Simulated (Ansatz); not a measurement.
OsSO₃⁻, that is OsO3S with one electron more. The state is a doublet with charge -1. Geometry r2SCAN-D4/def2-SVP, that of the neutral singlet; atoms count from 1.

```xyz
5

Os   -0.015    0.087   -0.005
O     1.035    0.898    1.077
O     0.274    0.619   -1.606
O    -1.644    0.393    0.425
S     0.350   -1.997    0.108
```

In the def2 sets Os takes a core potential; there is no spin–orbit coupling.

Estimate the Mulliken populations from the PBE0/def2-TZVPD orbitals of Ansatz.


```csv
atom,charge (e),spin (α − β),d electrons
Os1,1.41,0.52,5.41
O2,-0.59,0.07,–
O3,-0.60,0.14,–
O4,-0.60,0.14,–
S5,-0.63,0.13,–
```
Mulliken values depend strongly on the basis. With diffuse functions, as here, like atoms can get unlike values, and bond orders can come out too low or too high.

Where does the spin sit?

Summed by element: Os 0.52, O 0.35, S 0.13, of 1 unpaired in all. Largest on single atoms: Os1 0.52, O4 0.14, O3 0.14.

And the Mayer bond orders between heavy atoms (over 0.3)?

Os1–O2 1.53 (1.71 Å); Os1–O3 1.53 (1.71 Å); Os1–O4 1.53 (1.71 Å); Os1–S5 1.49 (2.12 Å).
